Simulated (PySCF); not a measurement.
## RuOCl2: from structure and modes to constants

These are results of UPBE0 in PySCF with Ru def2-SVP with ECP28, O def2-SVP, Cl def2-SVP; scalar-relativistic core potentials, no spin–orbit coupling; density-fitted integrals, not measurements.

The triplet minimum has C2v symmetry. Masses (u): Ru 101.90435, O 15.99492, Cl 34.96885.

```xyz
4
charge 0 multiplicity 3, angstrom
Ru    0.2799    0.0000    0.0000
O     1.9205    0.0000    0.0000
Cl   -0.8472    1.9215    0.0000
Cl   -0.8472   -1.9215    0.0000
```

Harmonic wavenumbers (cm⁻¹): 96.0 (×1), 124.5 (×1), 196.5 (×1), 308.7 (×1), 438.1 (×1), 1045.7 (×1).

(1) Find the principal moments of inertia and the rotational constants. What kind of rotor is it?

(2) What is the harmonic zero-point energy?

(3) Find the vibrational entropy and heat capacity at 298.15 K.

(4) Give the standard entropy (298.15 K, 1 bar) by its translational, rotational, vibrational and spin parts, and Cp.

Answers

(1) About the centre of mass I = 117.17, 258.23, 375.4 u Å². With B = 16.8576/I this gives 0.1439, 0.06528, 0.04491 cm⁻¹. The molecule is an asymmetric top with κ = -0.59.

(2) Half the sum of all 6 wavenumbers, 2209/2 = 1105 cm⁻¹, which is 13.2 kJ/mol (1 cm⁻¹ = 0.0119627 kJ/mol).

(3) With u = 1.43878 ω/T, each mode gives S = R[u/(eᵘ−1) − ln(1−e⁻ᵘ)] and C = R u² eᵘ/(eᵘ−1)².
```tsv
ω (cm⁻¹)	u	S (J/(mol K))	C (J/(mol K))
96.0	0.463	14.79	8.17
124.5	0.601	12.67	8.07
196.5	0.948	9.06	7.72
308.7	1.490	5.73	6.93
438.1	2.114	3.48	5.80
1045.7	5.046	0.33	1.38
```
The sums over all modes are S = 46.1 and C = 38.1 J/(mol K); the softest mode gives 32 % of the entropy.

(4) Sackur–Tetrode with M = 187.84 u gives 174.2; rotation with symmetry number 2 gives 110.3; vibration 46.1; spin R ln 3 = 9.1. The total is 339.6 J/(mol K), and Cp = 4 R + 38.1 = 71.3 J/(mol K).

The spin densities have lower symmetry than the nuclear frame, so modes carry no symmetry labels. Only a few start shapes were tried, so a lower isomer may exist. Open d and f shells are described by one determinant, and the ground state may have another occupation or spin.
